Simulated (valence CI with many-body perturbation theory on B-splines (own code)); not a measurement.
**E1 line list for Cd³⁵⁺**

Method: configuration interaction combined with many-body perturbation theory (CI+MBPT): three valence electrons over a frozen Dirac-Fock core [Ne], radial functions for each j: 11 s, 11 p, 10 d, 8 f, 5 g, 2 h, with the one-electron correlation potential Σ1 (screened to all orders), the two-electron term Σ2, the three-electron term Σ3, Breit, model QED; selected single and double excitations, second order for the rest, scaled by the run's own slope (own B-spline code, finite nucleus).

The last digits are not significant, and no measured levels were compared; by estimate large intervals hold to a few tenths of a per cent, small ones and those within an open d or f shell to about a per cent.

Lines 101 to 150 of 573 in falling wavelength, among levels below 1111.9 eV, chosen from the strongest by gf and those to the six lowest levels. Wavelengths and rates use the calculated energies. Electric multipoles are in the length gauge, E1 and E2 with the static RPA response of the core. Weak lines are less certain than strong ones. Lines between different terms over intervals too small for the method are left out, as are lines whose strength nearly cancels. The highest levels of a list are the least certain.

Levels are named by their leading jj configuration (3d3/2^4 stands for four electrons in 3d with j = 3/2), which in mixed levels can hold well under half, so a name can repeat and another be missing. Letters in brackets count levels of one name in rising energy.

| λ vac (Å) | Upper | Lower | A (s⁻¹) | S (a.u.) |
| --- | --- | --- | --- | --- |
| 98.67 | (3p3/2 3d3/2 3d5/2) J=7/2 [c] | (3p3/2^2 3d5/2) J=5/2 [a] | 5.24e+10 | 1.99e-01 |
| 98.47 | (3d3/2 3d5/2^2) J=9/2 | (3p3/2 3d3/2 3d5/2) J=7/2 [c] | 3.74e+10 | 1.76e-01 |
| 98.43 | (3p1/2 3d3/2 3d5/2) J=9/2 | (3p1/2 3p3/2 3d5/2) J=9/2 | 1.98e+10 | 9.34e-02 |
| 98.15 | (3d5/2^3) J=9/2 | (3p3/2 3d3/2 3d5/2) J=9/2 [b] | 7.87e+09 | 3.67e-02 |
| 97.91 | (3s 3p1/2 3d5/2) J=5/2 [b] | (3s 3p1/2 3p3/2) J=3/2 [b] | 7.67e+07 | 2.13e-04 |
| 97.90 | (3p3/2 3d3/2 3d5/2) J=1/2 [b] | (3s 3d5/2^2) J=1/2 | 5.88e+10 | 5.44e-02 |
| 97.67 | (3p3/2^2 3d5/2) J=7/2 | (3s 3p3/2 3d5/2) J=5/2 [a] | 1.59e+10 | 5.86e-02 |
| 97.51 | (3d3/2^2 3d5/2) J=9/2 | (3p3/2 3d3/2 3d5/2) J=7/2 [b] | 1.78e+10 | 8.13e-02 |
| 97.46 | (3d3/2 3d5/2^2) J=3/2 [a] | (3p3/2 3d3/2 3d5/2) J=3/2 [c] | 2.24e+10 | 4.09e-02 |
| 97.42 | (3p3/2 3d5/2^2) J=11/2 | (3s 3d3/2 3d5/2) J=9/2 [a] | 6.66e+10 | 3.65e-01 |
| 97.21 | (3d3/2 3d5/2^2) J=5/2 [b] | (3p3/2 3d3/2 3d5/2) J=5/2 [d] | 6.06e+10 | 1.65e-01 |
| 96.54 | (3s 3d3/2 3d5/2) J=7/2 [b] | (3s 3p3/2 3d5/2) J=7/2 [a] | 5.96e+10 | 2.12e-01 |
| 96.46 | (3p3/2 3d3/2 3d5/2) J=3/2 [d] | (3s 3d3/2 3d5/2) J=1/2 | 1.02e+11 | 1.81e-01 |
| 96.43 | (3s 3p1/2 3d3/2) J=5/2 | (3s 3p1/2 3p3/2) J=3/2 [a] | 4.27e+08 | 1.13e-03 |
| 96.38 | (3p3/2 3d3/2 3d5/2) J=5/2 [c] | (3p3/2^2 3d5/2) J=3/2 [a] | 1.30e+10 | 3.44e-02 |
| 96.03 | (3d3/2 3d5/2^2) J=7/2 [b] | (3p3/2 3d3/2 3d5/2) J=9/2 [b] | 1.83e+10 | 6.40e-02 |
| 96.00 | (3p1/2 3p3/2 3d5/2) J=7/2 [b] | (3s 3p1/2 3d5/2) J=5/2 [c] | 7.05e+10 | 2.46e-01 |
| 95.85 | (3p1/2 3p3/2 3d5/2) J=7/2 [a] | (3s 3p1/2 3d5/2) J=5/2 [b] | 2.12e+10 | 7.37e-02 |
| 95.65 | (3p1/2 3d5/2^2) J=9/2 | (3p1/2 3p3/2 3d5/2) J=7/2 [b] | 4.06e+10 | 1.75e-01 |
| 95.53 | (3p3/2^2 3d5/2) J=5/2 [b] | (3s 3p3/2 3d5/2) J=3/2 [b] | 7.38e+10 | 1.91e-01 |
| 95.44 | (3p3/2 3d3/2 3d5/2) J=5/2 [a] | (3s 3d3/2 3d5/2) J=3/2 | 4.20e+10 | 1.08e-01 |
| 95.28 | (3p3/2 3d3/2 3d5/2) J=7/2 [c] | (3s 3d5/2^2) J=5/2 | 2.87e+10 | 9.80e-02 |
| 95.22 | (3s 3d5/2^2) J=3/2 | (3s 3p3/2 3d3/2) J=1/2 [b] | 4.41e+10 | 7.52e-02 |
| 95.16 | (3p3/2 3d3/2 3d5/2) J=5/2 [e] | (3p3/2^2 3d3/2) J=3/2 [b] | 9.99e+10 | 2.55e-01 |
| 95.11 | (3d3/2 3d5/2^2) J=7/2 [a] | (3p3/2 3d3/2 3d5/2) J=5/2 [c] | 1.30e+10 | 4.42e-02 |
| 95.02 | (3p1/2 3p3/2 3d5/2) J=5/2 [c] | (3p1/2 3p3/2^2) J=3/2 [b] | 1.08e+11 | 2.76e-01 |
| 94.71 | (3p1/2 3d5/2^2) J=7/2 | (3p1/2 3p3/2 3d5/2) J=5/2 [b] | 2.22e+10 | 7.45e-02 |
| 94.60 | (3d3/2 3d5/2^2) J=3/2 [b] | (3p3/2 3d3/2 3d5/2) J=1/2 [b] | 6.67e+10 | 1.12e-01 |
| 94.55 | (3p3/2 3d3/2 3d5/2) J=7/2 [d] | (3p3/2^2 3d5/2) J=5/2 [a] | 7.35e+10 | 2.45e-01 |
| 94.52 | (3s 3p1/2 3d5/2) J=5/2 [a] | (3s 3p1/2 3p3/2) J=5/2 | 1.34e+09 | 3.36e-03 |
| 94.50 | (3s 3p3/2 3d3/2) J=7/2 | (3s 3p3/2^2) J=5/2 | 1.28e+10 | 4.25e-02 |
| 94.46 | (3p3/2 3d3/2 3d5/2) J=7/2 [a] | (3s 3d3/2 3d5/2) J=5/2 [a] | 1.15e+10 | 3.84e-02 |
| 94.38 | (3d3/2 3d5/2^2) J=7/2 [b] | (3p3/2 3d3/2 3d5/2) J=5/2 [d] | 2.70e+10 | 8.95e-02 |
| 93.87 | (3p3/2 3d3/2 3d5/2) J=7/2 [b] | (3s 3d3/2 3d5/2) J=5/2 [b] | 5.46e+10 | 1.78e-01 |
| 93.80 | (3d5/2^3) J=9/2 | (3p3/2 3d3/2 3d5/2) J=7/2 [d] | 7.66e+09 | 3.12e-02 |
| 93.73 | (3p3/2 3d3/2 3d5/2) J=3/2 [c] | (3s 3d5/2^2) J=3/2 | 4.27e+10 | 6.94e-02 |
| 93.73 | (3d3/2 3d5/2^2) J=5/2 [b] | (3p3/2 3d3/2 3d5/2) J=3/2 [c] | 4.04e+10 | 9.85e-02 |
| 93.68 | (3p3/2 3d3/2^2) J=7/2 | (3s 3d3/2 3d5/2) J=9/2 [a] | 2.08e+10 | 6.74e-02 |
| 93.60 | (3p3/2 3d3/2 3d5/2) J=3/2 [d] | (3p3/2^2 3d3/2) J=3/2 [b] | 2.84e+10 | 4.59e-02 |
| 93.56 | (3s^2 3d3/2) J=3/2 | (3s^2 3p3/2) J=3/2 | 3.78e+09 | 6.11e-03 |
| 93.50 | (3p3/2 3d5/2^2) J=7/2 | (3s 3d5/2^2) J=7/2 | 5.00e+10 | 1.61e-01 |
| 93.48 | (3p1/2 3d3/2 3d5/2) J=7/2 [b] | (3p1/2 3p3/2 3d5/2) J=7/2 [b] | 1.44e+10 | 4.64e-02 |
| 93.39 | (3p3/2 3d5/2^2) J=3/2 [b] | (3p3/2^2 3d5/2) J=3/2 [b] | 1.64e+11 | 2.64e-01 |
| 93.37 | (3p1/2 3d3/2 3d5/2) J=5/2 [b] | (3p1/2 3p3/2 3d3/2) J=3/2 [b] | 1.69e+10 | 4.07e-02 |
| 93.33 | (3p1/2 3d5/2^2) J=5/2 | (3p1/2 3p3/2 3d5/2) J=7/2 [b] | 1.74e+10 | 4.20e-02 |
| 93.31 | (3d3/2 3d5/2^2) J=7/2 [a] | (3p3/2 3d3/2 3d5/2) J=5/2 [b] | 2.82e+10 | 9.03e-02 |
| 93.27 | (3d3/2 3d5/2^2) J=5/2 [a] | (3p3/2 3d3/2 3d5/2) J=3/2 [b] | 5.52e+10 | 1.33e-01 |
| 93.21 | (3p3/2 3d3/2 3d5/2) J=9/2 [a] | (3s 3d3/2 3d5/2) J=7/2 [a] | 4.74e+10 | 1.89e-01 |
| 93.07 | (3p1/2 3p3/2 3d5/2) J=7/2 [a] | (3s 3p1/2 3d5/2) J=7/2 | 1.06e+10 | 3.36e-02 |
| 93.00 | (3d3/2 3d5/2^2) J=11/2 | (3p3/2 3d3/2 3d5/2) J=11/2 | 3.85e+10 | 1.83e-01 |
